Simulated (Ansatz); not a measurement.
Ansatz results at the PBE0-D4/def2-TZVP geometry: size of the dipole moment (ωB97M-V/def2-TZVPP) 2.49 D; HOMO energy (PBE0/def2-TZVPP) -5.24 eV; LUMO energy (B3LYP/def2-TZVPP) -1.02 eV.

Question: Which molecule gave them?
A. `C1=C[O][SnH2][NH]1`
B. `C[SiH](C)CCl`
C. `FC1=N[SiH]1F`
D. `CBC=S`

Answer: A. The others give `C[SiH](C)CCl`: 1.36, -7.85, 0.21; `CBC=S`: 1.44, -6.96, -2.77; `FC1=N[SiH]1F`: 2.45, -7.79, -1.12.

B3LYP here is the variant with VWN-RPA as its local correlation; programs differ in this.
